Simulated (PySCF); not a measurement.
A side-by-side comparison of computed properties.

First species: C5H11FS.
Cartesian coordinates in Å at the GFN2-xTB level; atoms count from 1:
```xyz
18
C5H11FS angstrom
C      2.5898   -0.8228   -0.3685
S      1.5455    0.0659   -1.5578
C      0.3976    0.9031   -0.4196
C     -0.6341   -0.0351    0.2026
C     -1.5671   -0.6128   -0.8555
C     -1.4355    0.7228    1.2593
F     -0.6197    1.1097    2.2963
H      2.9610   -0.1256    0.3773
H      2.0268   -1.6245    0.1009
H      3.4167   -1.2387   -0.9343
H     -0.0967    1.6638   -1.0241
H      0.9946    1.3909    0.3517
H     -0.1106   -0.8522    0.7101
H     -2.2372   -1.3504   -0.4206
H     -2.1638    0.1762   -1.3085
H     -0.9821   -1.0911   -1.6373
H     -2.2163    0.0908    1.6944
H     -1.8777    1.6364    0.8486
```

Second species: C2H7ClOSi3.
SMILES: `C#C[Si@H]([SiH3])O[SiH2]Cl`

Levels: B3LYP/def2-SVPD for dipole moment, HOMO energy, LUMO energy, HOMO–LUMO gap, static isotropic polarisability and electronic spatial extent ⟨r²⟩ about the centre of nuclear charge; TDDFT B3LYP/def2-SVPD for lowest singlet excitation; TDA B3LYP/def2-SVPD for lowest triplet excitation (Tamm–Dancoff); GFN2-xTB for rotational constant A and rotational constant C. Geometries: GFN2-xTB. All species are isolated and taken at one optimised geometry, non-relativistic unless stated; the electronic structure was computed with PySCF and density fitting.

The conformers computed, where there is a choice (atom-mapped SMILES and torsion angles):
- `[CH3:1][S:2][CH2:3][C@H:4]([CH3:5])[CH2:6][F:7]`: C1–S2–C3–C4 -74°, S2–C3–C4–C5 -65°, C3–C4–C6–F7 -64°
- `[CH:1]#[C:2][Si@H:3]([SiH3:4])[O:5][SiH2:6][Cl:7]`: C2–Si3–O5–Si6 72°, Si3–O5–Si6–Cl7 37°

Values for the first species:

```
Dipole moment                                                     : 1.22 D
HOMO energy                                                       : -6.14 eV
LUMO energy                                                       : 0.30 eV
HOMO–LUMO gap                                                     : 6.44 eV
Lowest singlet excitation                                         : 5.33 eV
Lowest triplet excitation (Tamm–Dancoff)                          : 4.97 eV
Static isotropic polarisability                                   : 84.4 au
Electronic spatial extent ⟨r²⟩ about the centre of nuclear charge : 1209 bohr²
Rotational constant A                                             : 3.140 GHz
Rotational constant C                                             : 0.997 GHz
```

**Question.** Estimate the same properties for the second species, and the change in each.

**Answer.** 
```json
{"property": "dipole moment", "first": "1.22 D", "second": "1.03 D", "second less first": "-0.19 D"}
{"property": "HOMO energy", "first": "-6.14 eV", "second": "-7.87 eV", "second less first": "-1.73 eV"}
{"property": "LUMO energy", "first": "0.30 eV", "second": "-1.11 eV", "second less first": "-1.41 eV"}
{"property": "HOMO–LUMO gap", "first": "6.44 eV", "second": "6.76 eV", "second less first": "+0.32 eV"}
{"property": "lowest singlet excitation", "first": "5.33 eV", "second": "5.58 eV", "second less first": "+0.25 eV"}
{"property": "lowest triplet excitation (Tamm–Dancoff)", "first": "4.97 eV", "second": "4.94 eV", "second less first": "-0.03 eV"}
{"property": "static isotropic polarisability", "first": "84.4 au", "second": "116.4 au", "second less first": "+32.0 au"}
{"property": "electronic spatial extent ⟨r²⟩ about the centre of nuclear charge", "first": "1209 bohr²", "second": "1891 bohr²", "second less first": "+682 bohr²"}
{"property": "rotational constant A", "first": "3.140 GHz", "second": "1.458 GHz", "second less first": "-1.682 GHz"}
{"property": "rotational constant C", "first": "0.997 GHz", "second": "0.619 GHz", "second less first": "-0.378 GHz"}
```

On the first: The principal polarisabilities are 75.3, 80.8 and 97.2 au; their mean is the isotropic value. The dipole equals about 4.1 × 10⁻³⁰ C·m (1 D = 3.33564 × 10⁻³⁰ C·m).

On the second: The principal polarisabilities are 103.2, 113.9 and 132.1 au; their mean is the isotropic value. S1 lies 1.18 eV below the HOMO–LUMO gap; its leading configuration is HOMO→LUMO, weight 0.89.
